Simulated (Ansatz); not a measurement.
`[SiH3][N]([SiH3])[Sn][Cl]` + H–F → `[F][Sn][N]([SiH3])[SiH3]` + HCl at 500 K and 1 bar (ligand exchange at the Sn–Cl bond).

Program: Ansatz. Geometries: PBE0-D4/def2-TZVP. ΔE: electronic, gas phase. CCSD(T)/CBS is the MP2 limit (def2-TZVPP, def2-QZVPP) plus CCSD(T) − MP2 in def2-TZVPP, frozen cores. This one scheme is used for every species. Elements past krypton have def2 core potentials. For Sn outer-core shells are correlated without core-valence functions, which leaves a few kJ/mol of doubt a bond. One conformer a species, not always the lowest.

```
                    species  CCSD(T)/CBS energy (Eh)  H − E (kJ/mol)  S (J/(mol·K))
`[SiH3][N]([SiH3])[Sn][Cl]`              -1310.39360           208.2          486.9
                        H–F               -100.39570            39.4          188.7
 `[F][Sn][N]([SiH3])[SiH3]`               -950.39647           208.9          477.6
                        HCl               -460.38127            32.5          201.9
```

H − E and S are ideal-gas, rigid-rotor, harmonic terms from PBE0-D4/def2-TZVP, for one conformer and one mirror image of each species. 1 Eh = 2625.50 kJ/mol, R = 8.31446 J/(mol·K).

Task: By hand: ΔE, ΔH, ΔS and ΔG.

Result: ΔE = (-950.39647) + (-460.38127) − (-1310.39360) − (-100.39570) = 0.01156 Eh = 30.4 kJ/mol. Δ(H − E) = 208.9 + 32.5 − 208.2 − 39.4 = -6.2, so ΔH = 24.2 kJ/mol. ΔS = 477.6 + 201.9 − 486.9 − 188.7 = 3.9 J/(mol·K). ΔG = 24.2 − 500 × (3.9)/1000 = 22.2 kJ/mol.

Task: By hand: the equilibrium constant, and the temperature at which ΔG would vanish if ΔH and ΔS stayed fixed.

Result: log₁₀ K = −ΔG/(RT ln 10) = -2.3. ΔG = 0 at ΔH/ΔS = 6205 K, far beyond where these terms or the molecules hold.

The number of gas molecules stays the same, so ΔS is small and ΔH decides. A doubt of 5 kJ/mol in ΔE shifts log₁₀ K by 0.5 here. Other conformers and mirror images would add mixing entropy, several J/(mol·K) or more a flexible species. Modes under 60 cm⁻¹, often nearly free rotors, make the harmonic entropy too high. These are equilibria of isolated gas molecules and say nothing of rates. Largest T1 diagnostic: 0.016 (customary marks: 0.02 for closed shells, 0.045 for open ones).
